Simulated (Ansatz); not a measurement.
Species: C₂H₈GeN, charge 0, multiplicity 2. It need not be the lowest isomer of its formula. SMILES: [CH3][Ge]([CH3])[NH2]
Geometry from a B3LYP-D3(BJ)/def2-TZVP (Ansatz, a first-principles code) optimisation:
```
Ge
N 1 1.8681
H 2 1.0121 1 115.66
H 2 1.0121 3 108.66 1 132.01
C 1 1.9865 2 104.50 3 -57.85
H 5 1.0895 1 110.26 2 -177.68
H 5 1.0896 6 108.72 1 121.63
H 5 1.0919 6 109.32 7 119.01
C 1 1.9865 2 104.50 3 -173.51
H 9 1.0895 1 110.26 2 177.68
H 9 1.0896 10 108.72 1 -121.63
H 9 1.0919 10 109.32 11 -119.01
```
Charge 0, spin multiplicity 2.

Computed values are from Ansatz. Cores are frozen in the correlated levels unless marked. Open shells are spin-unrestricted. Spin-orbit coupling is left out. The frozen core is the preceding noble-gas configuration, with the filled d and f shells of earlier blocks. No relativistic terms. CBS(X,Y): correlation extrapolated as X^-3; Hartree-Fock from the larger set.

The atomisation energy De is 994.8 kcal/mol at CCSD(T)/CBS(cc-pVTZ,cc-pVQZ) and the total energy is -2211.1284 Eh at CCSD(T)/CBS(cc-pVTZ,cc-pVQZ). The dipole moment comes out as 0.41 D at CCSD(T)/aug-cc-pVDZ and the T1 diagnostic is 0.013 at CCSD/cc-pVQZ.
